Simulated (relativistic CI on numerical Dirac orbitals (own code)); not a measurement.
## Calculated levels, Rb19+

Computed by Dirac-Coulomb-Breit CI, separate exchange-only KLI orbitals for each configuration, model QED, unscaled Slater integrals (own radial code, finite nucleus).

Configurations in the expansion (outside the closed core [Ne]): 3s2 3p6, 3s2 3p5 3d, 3s 3p6 3d, 3s2 3p5 4s, 3s2 3p5 4p, 3s2 3p5 4d, 3s 3p6 4s, 3s2 3p5 4f, 3s 3p6 4p, 3p6 3d 4p, 3s 3p6 4d, 3s 3p6 4f, 3s2 3p5 5s, 3s2 3p5 5p, 3s2 3p5 5d, 3s2 3p5 5f, 3s2 3p5 5g, 3s 3p6 5s, 3s 3p6 5p, 3s2 3p5 6s, 3s2 3p5 6p, 3s 3p6 5d, 3s2 3p5 6d, 3p6 3d2, 3p5 3d3, 3p5 3d2 4s, 3p5 3d2 4p, 3p5 3d2 4d, 3p6 3d 4s, 3p5 3d 4s2, 3p5 3d 4s 4p, 3p5 3d 4s 4d. Double excitations out of closed p, d and f shells are left out; levels of such configurations are missing from the list, as are those of other unlisted configurations, and high levels can miss mixing partners. These lack a partner that the ground configuration has and come out too high: 3s2 3p5 4f, 3s2 3p5 5s, 3s2 3p5 5p, 3s2 3p5 5d, 3s2 3p5 5f.

| No. | Configuration | Term | J | E (eV) | % | Next component (%) | Lifetime (s) |
| --- | --- | --- | --- | --- | --- | --- | --- |
| 1 | 3s2 3p6 | 1S | 0 | 0.000 | 100 |  |  |
| 2 | 3s2 3p5 3d | 3P° | 0 | 91.616 | 100 |  |  |
| 3 | 3s2 3p5 3d | 3P° | 1 | 93.297 | 94 | 6 3D° | 1.42e-08 |
| 4 | 3s2 3p5 3d | 3P° | 2 | 96.774 | 80 | 17 3D° | 1.20e-03 |
| 5 | 3s2 3p5 3d | 3F° | 4 | 97.692 | 100 |  |  |
| 6 | 3s2 3p5 3d | 3F° | 3 | 97.837 | 76 | 17 1F° | 8.35e-01 |
| 7 | 3s2 3p5 3d | 3F° | 2 | 100.461 | 52 | 30 1D° | 2.42e-03 |
| 8 | 3s2 3p5 3d | 3D° | 3 | 104.930 | 63 | 37 1F° | 9.98e-04 |
| 9 | 3s2 3p5 3d | 3D° | 1 | 109.041 | 92 | 5 3P° | 1.14e-10 |
| 10 | 3s2 3p5 3d | 3F° | 2 | 110.163 | 46 | 39 1D° | 7.50e-05 |
| 11 | 3s2 3p5 3d | 3D° | 2 | 113.605 | 54 | 29 1D° | 6.89e-05 |
| 12 | 3s2 3p5 3d | 1F° | 3 | 114.774 | 46 | 30 3D° | 4.48e-05 |
| 13 | 3s2 3p5 3d | 1P° | 1 | 138.428 | 97 | 3 3D° | 1.68e-12 |
| 14 | 3s 3p6 3d | 3D | 1 | 186.785 | 100 |  | 7.49e-12 |
| 15 | 3s 3p6 3d | 3D | 2 | 187.568 | 99 | 1 1D | 7.46e-12 |
| 16 | 3s 3p6 3d | 3D | 3 | 189.104 | 100 |  | 7.46e-12 |
| 17 | 3s 3p6 3d | 1D | 2 | 197.531 | 98 | 1 3D | 7.56e-12 |
| 18 | 3p6 3d2 | 3F | 2 | 380.035 | 96 | 4 1D |  |
| 19 | 3p6 3d2 | 3F | 3 | 381.708 | 100 |  |  |
| 20 | 3p6 3d2 | 3F | 4 | 383.408 | 98 | 2 1G |  |
| 21 | 3p6 3d2 | 1D | 2 | 386.935 | 60 | 37 3P |  |
| 22 | 3p6 3d2 | 3P | 0 | 386.992 | 98 | 2 1S |  |
| 23 | 3p6 3d2 | 3P | 1 | 387.799 | 100 |  |  |
| 24 | 3p6 3d2 | 3P | 2 | 389.695 | 63 | 36 1D |  |
| 25 | 3p6 3d2 | 1G | 4 | 390.239 | 98 | 2 3F |  |
| 26 | 3s2 3p5 4s | 3P° | 2 | 398.809 | 100 |  | 5.62e-09 |
| 27 | 3s2 3p5 4s | 1P° | 1 | 400.375 | 56 | 43 3P° | 1.90e-12 |
| 28 | 3p6 3d2 | 1S | 0 | 402.598 | 98 | 2 3P |  |
| 29 | 3s2 3p5 4s | 3P° | 0 | 411.199 | 99 |  | 5.38e-09 |
| 30 | 3s2 3p5 4s | 3P° | 1 | 412.208 | 56 | 43 1P° | 2.59e-12 |
| 31 | 3s2 3p5 4p | 3S | 1 | 423.056 | 74 | 23 3P | 3.15e-12 |
| 32 | 3s2 3p5 4p | 3D | 2 | 425.622 | 56 | 33 1D | 3.03e-12 |
| 33 | 3s2 3p5 4p | 3D | 3 | 428.759 | 100 |  | 3.27e-12 |
| 34 | 3s2 3p5 4p | 1P | 1 | 429.338 | 49 | 25 3D | 3.32e-12 |
| 35 | 3s2 3p5 4p | 3P | 2 | 431.190 | 68 | 32 1D | 3.10e-12 |
| 36 | 3s2 3p5 4p | 3P | 0 | 435.370 | 83 | 16 1S | 3.07e-12 |
| 37 | 3s2 3p5 4p | 3D | 1 | 437.802 | 65 | 33 1P | 3.15e-12 |
| 38 | 3s2 3p5 4p | 3P | 1 | 442.054 | 61 | 17 1P | 3.19e-12 |
| 39 | 3s2 3p5 4p | 3D | 2 | 442.308 | 44 | 35 1D | 3.21e-12 |
| 40 | 3s2 3p5 4p | 1S | 0 | 446.157 | 83 | 16 3P | 3.46e-12 |
| 41 | 3p5 3d3(4F) | 5D° | 2 | 465.569 | 57 | 37 5F° |  |
| 42 | 3p5 3d3(4F) | 5D° | 1 | 465.763 | 74 | 22 5F° |  |
| 43 | 3p5 3d3(4F) | 5D° | 3 | 465.855 | 49 | 45 5F° |  |
| 44 | 3s2 3p5 4d | 3P° | 0 | 466.098 | 97 | 2 3s 3p6 4p 3P° | 2.65e-11 |
| 45 | 3p5 3d3(4F) | 5D° | 0 | 466.148 | 98 | 2 3P° |  |
| 46 | 3p5 3d3(4F) | 5F° | 4 | 466.650 | 49 | 42 5D° |  |
| 47 | 3p5 3d3(4P) | 5S° | 2 | 466.682 | 92 | 5 5P° |  |
| 48 | 3s2 3p5 4d | 3P° | 1 | 466.941 | 89 | 7 3D° | 6.02e-12 |
| 49 | 3p5 3d3(4F) | 5F° | 5 | 468.527 | 68 | 31 5G° |  |
| 50 | 3s2 3p5 4d | 3P° | 2 | 468.743 | 66 | 25 3D° | 3.10e-11 |
| 51 | 3s2 3p5 4d | 3F° | 3 | 468.871 | 55 | 43 1F° | 3.71e-11 |
| 52 | 3s2 3p5 4d | 3F° | 4 | 469.095 | 100 |  | 4.42e-11 |
| 53 | 3p5 3d3(4F) | 5F° | 1 | 469.213 | 61 | 23 5D° |  |
| 54 | 3p5 3d3(4F) | 5D° | 2 | 469.397 | 33 | 31 5F° |  |
| 55 | 3p5 3d3(4P) | 5D° | 4 | 469.603 | 46 | 22 5G° |  |
| 56 | 3p5 3d3(4P) | 5D° | 3 | 469.624 | 38 | 24 5F° |  |
| 57 | 3s2 3p5 4d | 1D° | 2 | 470.578 | 46 | 31 3F° | 3.62e-11 |
| 58 | 3s2 3p5 4d | 1P° | 1 | 470.766 | 66 | 33 3D° | 2.43e-13 |
| 59 | 3p5 3d3(4F) | 5G° | 6 | 470.983 | 96 | 4 3H° |  |
| 60 | 3s2 3p5 4d | 3D° | 3 | 471.335 | 68 | 25 1F° | 4.02e-11 |
| 61 | 3p5 3d3(4F) | 5G° | 5 | 472.878 | 55 | 25 5F° |  |
| 62 | 3p5 3d3(2G) | 3F° | 2 | 473.361 | 63 | 11 5G° |  |
| 63 | 3p5 3d3(4F) | 3G° | 4 | 473.388 | 41 | 35 5G° |  |
| 64 | 3p5 3d3(4F) | 3G° | 3 | 473.460 | 59 | 22 5G° |  |
| 65 | 3p5 3d3(2G) | 3F° | 3 | 474.852 | 44 | 14 5G° |  |
| 66 | 3p5 3d3(2P) | 3P° | 2 | 475.056 | 56 | 27 3D° |  |
| 67 | 3p5 3d3(2G) | 3F° | 4 | 475.515 | 38 | 19 5D° |  |
| 68 | 3p5 3d3(2D) | 3P° | 1 | 476.214 | 68 | 16 3D° |  |
| 69 | 3p5 3d3(2D) | 3D° | 3 | 476.291 | 79 | 11 5D° |  |
| 70 | 3p5 3d3(2G) | 3G° | 5 | 476.890 | 61 | 31 3H° |  |

Energies count from the lowest computed level; ° marks odd parity; lifetimes are radiative, by E1, M1, E2, M2, E3 decay to levels of this space only; some are left blank where a channel outside the calculation adds to the decay or the decay crosses a small, uncertain gap. Percentages are summed over parent terms; the parents shown are those of the largest component, closed shells are left out there.

The mean weight of the leading LS term, summed over parents, in these 70 levels is 73 %, and that of the leading jj configuration (from the same eigenvectors) 74 %.

At this charge energies of transitions that change n are usually good to better than 1 %, and those within a shell (Δn = 0) to a few per cent.

LS names give the leading component of a level, which can be under half, so a name can repeat, a term be missing and a line seem to break the LS rules.
